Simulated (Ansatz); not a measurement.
Coupled-cluster diagnostics for the cluster CaO2⁻, Ansatz.

Geometry of the doublet (PBE0-D4/def2-TZVPD):

```xyz
3

Ca    0.000    0.001    0.000
O     1.887   -0.392    0.466
O    -1.887    0.391   -0.466
```

Correlated methods freeze 7 core orbitals; core or outer-core shells of Ca are correlated, in sets that lack core-valence functions. At PBE0-D4/def2-TZVPD a triplet of charge 0 lies 1.70 eV below the restricted singlet at the same geometry. The structure comes from a short search, and lower isomers may exist.

Geometry of the charge -1 quartet (PBE0-D4/def2-TZVPD):

```xyz
3

Ca   -0.538   -0.127    0.522
O    -1.028    0.231   -1.554
O     1.565   -0.104    1.032
```

Task: Estimate the CCSD(T) correlation energy, the shares of MP2 and (T), T1 and the reference's ⟨S²⟩ for: charge -1, doublet, own geometry in def2-TZVPPD; charge -1, quartet, own geometry in def2-TZVPPD; charge 0, singlet, vertical in def2-TZVPPD; and the rough time on 4 threads of Arm Neoverse V1 on a shared host.

Result: 
```csv
state,basis,correlation (eV),MP2 share (%),(T) share (%),T1,⟨S²⟩ (pure),wall time,remarks
"charge -1, doublet, own geometry",def2-TZVPPD,-17.891,91.8,3.0,0.050,1.78 (0.75),31 s,"HOMO above zero, flagged by the program, large T1 (0.050), spin-contaminated (⟨S²⟩ 1.78)"
"charge -1, quartet, own geometry",def2-TZVPPD,-17.592,91.6,2.8,0.018,3.77 (3.75),9 s,–
"charge 0, singlet, vertical",def2-TZVPPD,-23.845,97.4,8.6,0.036,0.00 (0.00),10 s,"flagged by the program, large T1 (0.036), restricted SCF unstable"
```
Customary marks for T1 are 0.02 (closed shells), 0.045 (open shells) and about 0.05 (3d metals). T1 exceeds 0.02 in 2 of 3 rows and 0.045 in 1; the higher it lies, the less the single-reference result can be trusted.
